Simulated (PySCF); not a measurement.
ClSi, SMILES Cl[Si] (connectivity only; charge and spin as stated), charge +1, multiplicity 1. Atoms are numbered in the order given.

```xyz
2

Si     0.0000     0.0000    -1.0830
Cl     0.0000     0.0000     0.8918
```
Charge +1, spin multiplicity 1.

Geometry optimised at PBE-D3(BJ)/def2-TZVPD.

All values below come from PBE/pcSseg-2 (PySCF).

GIAO shieldings, no solvent; atoms alike by connectivity are averaged. δ = σ(ref) − σ: ²⁹Si against TMS (σ = 324.1 ppm); ³⁵Cl against HCl (σ = 936.5 ppm), references at their B3LYP-D3(BJ)/def2-TZVP geometries, non-relativistic (without spin–orbit terms, shifts of atoms bonded to Cl or Br come out too high).

Computed chemical shifts:
| nucleus | atoms | count | δ (ppm) |
|---|---|---|---|
| ²⁹Si | Si1 | 1 | 173.7 |
| ³⁵Cl | Cl2 | 1 | 804.4 |
